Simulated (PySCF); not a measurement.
C8H5 (doublet state).
SMILES with atom numbers: `[CH:1]#[C:2][C:3]#[C:4][CH:5]=[C:6][CH:7]=[CH2:8]` (hydrogens: H9 on C1; H10 on C5; H11 on C7; H12, H13 on C8)

Computed, not measured: PySCF, UKS B3LYP, pcH-1 on C H, non-relativistic, mean-field spin-orbit, GIAO. Isolated species at its GFN2-xTB geometry, gas phase. The geometry wasn't refined by DFT: couplings that depend on bond lengths, twists or pyramidal angles can differ widely from those at the functional's own minimum. The SCF solution wasn't tested for stability. ⟨S²⟩ is 0.779 where a pure state has 0.75.

What is the g tensor, term by term?

| Δg (ppm) | 1 | 2 | 3 |
| --- | --- | --- | --- |
| relativistic mass correction | -146 | -146 | -146 |
| gauge correction | 9 | 35 | 25 |
| orbital Zeeman/spin–orbit | -25 | 35 | 585 |
| total | -162 | -77 | 464 |

So g = 2.00216, 2.00224, 2.00278 and g_iso = 2.00239; the tensor is close to axial: the two nearest values differ by 14 % of g3 − g1. Axes: g2 points within 12° of the C5–C6 bond.

What effective moment and Curie constant follow for a powder?

With the mean of g² = 4.0096 and S(S+1) = 0.75: μ_eff = √(⟨g²⟩S(S+1)) = 1.734 μB and χT = 0.12505·⟨g²⟩·S(S+1) = 0.376 cm³ K/mol (cgs; spin-Hamiltonian part alone).

At 94.354 GHz, how far is the centre of the isotropic spectrum from where a free electron (g = 2.002319) resonates?

B = hν/(g μB) with μB/h = 13.99624 MHz/mT gives 3366.79 mT for the free electron and 3366.66 mT at g_iso, 0.13 mT lower.

In a frozen sample, at which fields do the three g values resonate at 9.5, 34, 94 and 263 GHz (hyperfine left aside), and which band first spreads them over more than twice a line width of 0.3 mT?

```tsv
band	GHz	B(g3) mT	B(g2) mT	B(g1) mT	spread mT
X	9.5	338.91	339.00	339.01	0.11
Q	34.0	1212.92	1213.25	1213.30	0.38
W	94.0	3353.38	3354.28	3354.43	1.05
J	263.0	9382.32	9384.85	9385.25	2.93
```

The spread grows in proportion to the frequency. W band is the first where it exceeds 0.6 mT.

The largest Mulliken spin populations are on C8 (+0.72), C6 (+0.63), C7 (-0.26) and C5 (-0.10). The angles at C8 add up to 360.0°, so it is planar; its axial dipolar tensor and the negative couplings of its protons fit spin in a p orbital normal to that plane.

The HOMO–LUMO gaps are 4.08 eV among the α and 3.97 eV among the β orbitals.

The run took 2.1 min wall (grids of density and orbitals included) on one thread, Intel Xeon at 2.50 GHz (x86_64), shared host with 64 logical CPUs at a one-minute load of 60, and the process peaked at 0.95 GiB of memory.
